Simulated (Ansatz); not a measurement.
Isolated molecules relaxed with PBE0-D4/def2-TZVP in Ansatz; ΔE leaves out vibrations. CCSD(T)/CBS is the MP2 limit (def2-TZVPP, def2-QZVPP) plus CCSD(T) − MP2 in def2-TZVPP, frozen cores. This one scheme is used for every species. Functionals use def2-TZVPP. B3LYP here is the variant with VWN-RPA as its local correlation; programs differ in this. Each species was taken in one conformer, which may not be the lowest.

Reaction (ligand exchange at the Si–N bond): `C=C=N[SiH](F)F` + `O[SiH2]O` → `O[SiH2]O[SiH](F)F` + `C=C=N`

`C=C=N[SiH](F)F`:

```xyz
9

C    -0.084    2.172   -0.443
C    -0.143    0.869   -0.491
N    -0.218   -0.334   -0.591
Si    0.037   -1.711    0.378
F     0.683   -1.357    1.778
F     1.063   -2.637   -0.384
H     0.828    2.681   -0.721
H    -0.943    2.741   -0.116
H    -1.224   -2.425    0.590
```

`O[SiH2]O`:

Cartesian coordinates in Å:
```
O 0.493 0.384 -1.309
Si -0.134 0.355 0.208
O -0.204 -1.151 0.859
H 1.415 0.145 -1.415
H 0.711 1.113 1.159
H -1.485 0.939 0.045
H -0.796 -1.785 0.452
```

`O[SiH2]O[SiH](F)F`:

```xyz
10

O    -2.188    0.305   -0.820
Si   -1.123    0.705    0.353
O     0.398    0.235   -0.044
Si    1.621   -0.799   -0.039
F     2.852   -0.145    0.706
F     1.233   -2.102    0.769
H    -2.196    0.816   -1.630
H    -1.061    2.173    0.539
H    -1.561   -0.017    1.563
H     2.026   -1.170   -1.397
```

`C=C=N`:

Cartesian coordinates in Å:
```
C 0.556 -0.041 0.794
C -0.280 -0.079 -0.208
N -1.123 -0.189 -1.079
H 1.382 -0.737 0.840
H 0.433 0.694 1.578
H -0.967 0.352 -1.927
```

```json
{"level": "B3LYP", "ΔE (kcal/mol)": "-14.3"}
{"level": "HF/def2-QZVPP", "ΔE (kcal/mol)": "-16.7"}
{"level": "HF/CBS(def2)", "ΔE (kcal/mol)": "-16.8"}
{"level": "CCSD/CBS(def2)", "ΔE (kcal/mol)": "-15.5"}
```

(1) What does CCSD(T)/CBS give? (An estimate is asked.)

Largest T1 diagnostic among the species: 0.015.

Results:

(1) The calculation gave: -15.0 kcal/mol. The listed levels differ from it by 0.7, -1.7, -1.8, -0.5 kcal/mol.

From PBE to PBE0 (25 % exact exchange), in def2-TZVPP and without D4, ΔE moves by −0.7 kcal/mol. In def2-TZVPP, CCSD(T) changes the Hartree–Fock value by +1.2 kcal/mol (the triples alone add +0.5 kcal/mol) and MP2 by +2.5 kcal/mol.
